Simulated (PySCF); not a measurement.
# NaBe⁻: one state, many levels of theory

State: ¹Σ⁺ (singlet), closed shell. Set-up: basis Na aug-cc-pVDZ-DK, Be aug-cc-pVDZ-DK; spin-free X2C with a Gaussian nucleus; PySCF 2.14. De refers to Na⁻ + Be in their ground configurations, without counterpoise correction. A positive dipole points towards Be; it is taken about the centre of mass and depends on that origin.

| Level | Re (Å) | ωe (cm⁻¹) | De (eV) | μ (D) |
| --- | --- | --- | --- | --- |
| RHF-MP2 | 3.463 | 106 | n/a | n/a |
| RHF-SCS-MP2 | 3.544 | 92.5 | 0.136 | n/a |
| RHF-CCSD | 3.556 | 88.8 | 0.111 | n/a |
| RHF-CCSD(T) | 3.379 | 116 | 0.191 | n/a |
| LDA | 3.110 | 161 | 0.61 | 0.51 |
| PBE | 3.207 | 152 | 0.52 | 0.71 |
| PW91 | 3.204 | 153 | 0.53 | 0.52 |
| r²SCAN | 3.250 | 149 | 0.463 | 1.18 |
| TPSSh | 3.272 | 146 | 0.427 | 0.95 |
| PBE0 | 3.271 | 142 | 0.399 | 0.77 |

The bond length runs from 3.110 Å (LDA) to 3.556 Å (RHF-CCSD). De spans 0.11 eV (RHF-CCSD, coupled cluster) to 0.61 eV (LDA, local density).

Correlated steps freeze 1 core orbital. Closed-shell solutions of metal pairs were not tested for spin polarisation, which can lower them a little. Correlated levels converge slowly with the basis: in double zeta they bind strong bonds too weakly, by up to about 1 eV, and carry superposition errors of some tenths. For an ion De counts to the pair picked by the measured ionisation energies or electron affinities, which need not be the lowest pair at this level. The highest Kohn–Sham level is positive in this anion. Much of that is self-interaction error, but it also means that the finite basis helps to hold the extra electron. The CCSD T1 diagnostic is raised, a sign that a single reference may not be enough here.
